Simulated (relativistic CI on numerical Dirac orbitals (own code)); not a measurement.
# Hyperfine structure of Ta⁸⁺, mass number 181

Method of calculation: Dirac-Coulomb-Breit CI, orbitals from a KLI potential per configuration, model QED, unscaled Slater integrals (own radial code, finite nucleus).

Configurations in the expansion (outside the closed core [Kr] 4d10): 4f¹³5s²5p⁴, 4f¹¹5s²5p⁶, 4f¹²5s²5p⁵, 4f¹⁴5s²5p³, 4f¹³5s5p⁵, 4f¹²5s5p⁶, 4f¹³5s²5p³5d, 4f¹³5p⁶, 4f¹⁴5s²5p²5d, 4f¹⁴5s5p⁴, 4f¹¹5s²5p⁵6s, 4f¹⁴5s²5p²6s, 4f¹⁴5p⁵, 4f¹⁴5s²5p²6p, 4f¹⁴5s²5p5d6p, 4f¹⁴5s5p³5d, 4f¹⁴5s5p²5d². Double excitations out of closed p, d and f shells are left out; levels of such configurations are missing from the list, as are those of other unlisted configurations, and high levels can miss mixing partners.

Nuclear spin I = 7/2, μ = 2.365 μN, Q = 3.17 b (tables of Stone and Pyykkö). The electronic factors are computed for point nuclear moments, without core polarisation or the Bohr-Weisskopf and QED corrections.

```csv
Level,E (cm⁻¹),A (MHz),B (MHz)
4f¹³5s²5p⁴ ⁴G°11/2,326.3,2043,13700
4f¹³5s²5p⁴ ²D°3/2,1668.7,-1433,4110
4f¹²5s²5p⁵ ⁴H°13/2,5928.4,1312,25200
4f¹²5s²5p⁵ ⁴I°15/2,8636.8,1661,-53200
4f¹²5s²5p⁵ ²G°9/2,12428.7,1203,1820
4f¹³5s²5p⁴ ⁴D°1/2,18682.2,-1931,
```

Levels with J = 0, under 50 % of one LS term, or S terms without an open s electron are left out. Small factors come from cancelling terms and can be off by tens of per cent or more.

At this charge configurations can still be misplaced by up to about 7 % of their energy. Levels and lines within the n = 5 or 6 shells can be off by up to 10 % or somewhat more, and those that change n by about 2 %, since core polarisation is missing. Levels that differ in their count of f electrons can be misplaced by several ten thousand cm⁻¹, since the correlation energy of f electrons is missing or only estimated; rates across such gaps can be off by orders of magnitude.

**Question.** Give the hyperfine levels of 4f¹³5s²5p⁴ ⁴G°11/2 relative to its centre of gravity.

**Answer.** With K = F(F + 1) − I(I + 1) − J(J + 1), E = AK/2 + B[¾K(K + 1) − I(I + 1)J(J + 1)]/[2I(2I − 1)J(2J − 1)]: F = 2: -40810, F = 3: -36920, F = 4: -31240, F = 5: -23330, F = 6: -12680, F = 7: 1372, F = 8: 19560, F = 9: 42740 MHz.

LS names give the leading component of a level, which can be under half, so a name can repeat, a term be missing and a line seem to break the LS rules.
